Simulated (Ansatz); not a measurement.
`B[NH][AlH][O]C`, relaxed with RKS PBE-D4/def2-SVP in Ansatz from a rough embedded geometry. The force threshold is 0.03 eV/Å; the program also tests the step.

Total charge 0; spin multiplicity 1.

Start:

```xyz
12

B     0.794    0.035   -1.883
N     1.074   -1.243   -1.234
Al    0.018   -1.286    0.326
O     0.115    0.049    1.695
C    -0.812    1.035    1.396
H    -0.231    0.217   -2.539
H     1.296    1.063   -1.520
H     2.046   -1.199   -0.881
H    -0.986   -2.573    0.619
H    -0.693    1.501    0.395
H    -0.741    1.801    2.149
H    -1.879    0.601    1.478
```

```
         step  energy (eV)  largest force (eV/Å)  largest move (Å)
            1  -11945.5220                 2.217             0.000
            2  -11946.0721                 1.435             0.195
            3  -11946.3834                 1.000             0.195
            4  -11946.5934                 0.621             0.200
            5  -11946.7525                 0.476             0.200
            6  -11946.8748                 0.846             0.194
            7  -11946.9974                 0.399             0.200
            8  -11947.0901                 0.555             0.198
            9  -11947.1346                 0.695             0.192
           10  -11947.2256                 0.589             0.138
           11  -11947.2633                 0.249             0.097
           12  -11947.2686                 0.193             0.112
           13  -11947.2816                 0.088             0.053
           14  -11947.2863                 0.090             0.060
           15  -11947.2894                 0.209             0.134
           16  -11947.2934                 0.089             0.018
           17  -11947.2956                 0.031             0.057
18 (rejected)  -11947.2950                 0.108             0.091
           19  -11947.2964                 0.025             0.044
           20  -11947.2966                 0.024             0.039
```

End:

```xyz
12

B     0.771   -0.254   -1.921
N     1.424   -0.583   -0.741
Al   -0.128   -1.198    0.051
O    -0.980   -0.203    1.157
C    -0.913    1.117    1.616
H    -0.450   -0.583   -1.893
H     1.182    0.287   -2.927
H     2.411   -0.391   -0.568
H    -0.607   -2.700   -0.050
H    -0.096    1.712    1.138
H    -0.742    1.143    2.717
H    -1.871    1.653    1.421
```

Run time 28 s (4 threads of an Arm Neoverse V1 on a shared host); peak host memory 0.19 GiB.
